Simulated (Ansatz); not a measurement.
Sr₅S₆⁻, relaxed as a doublet with UKS PBE-D4/def2-SVP in Ansatz, starting from packed atoms. Force threshold 0.03 eV/Å.

In the def2 sets Sr takes a core potential; there is no spin–orbit coupling. The structure comes from a short search, and lower isomers may exist.

Start:

Cartesian coordinates in Å:
```
Sr -2.4549 -0.1909 2.0305
Sr -1.7715 3.6160 -0.9861
Sr 2.4833 1.7960 -0.3953
Sr -0.3371 -1.4541 -1.7970
Sr 2.1707 -2.0820 3.5541
S -2.4683 0.7004 -2.6041
S 2.0214 -2.4698 0.1128
S -0.4287 -2.3649 1.0361
S 1.0525 -0.0680 1.6868
S 0.1298 1.4432 -2.5348
S -0.3972 1.0740 -0.1030
```

(1) Estimate the energy that the relaxation releases and the steps that it takes.

(2) Does the start keep its bonding?

(3) Predict the relaxed structure.

Results:

(1) 288.1 kcal/mol, in 21 steps; 14 min on 4 threads of AMD EPYC on a shared host. No frequencies were taken in this run, so the end may be a saddle point.

(2) Bonds lost: Sr4–S11 (atoms count from 1). Bonds formed: Sr1–S6, Sr3–S7 (atoms count from 1). Metal–metal contacts that move far: Sr4–Sr5 5.94 to 3.99 Å, Sr3–Sr5 5.54 to 3.95 Å, Sr1–Sr3 5.85 to 4.31 Å, Sr2–Sr4 5.33 to 3.99 Å, Sr1–Sr5 5.22 to 3.95 Å, Sr1–Sr2 4.91 to 3.95 Å.

(3) 
```csv
atom,x (Å),y (Å),z (Å)
Sr1,-1.846,0.013,1.438
Sr2,-1.378,2.371,-1.697
Sr3,2.018,1.184,-0.064
Sr4,-0.207,-1.442,-1.656
Sr5,1.406,-2.179,1.917
S6,-2.748,0.051,-1.260
S7,2.529,-1.581,-0.498
S8,-1.081,-2.675,0.905
S9,0.849,0.534,2.601
S10,0.861,1.145,-2.663
S11,-0.403,2.580,0.976
```
Bond lengths (bridged metal pairs left out): 18 × S–Sr 2.73 to 2.98 Å.
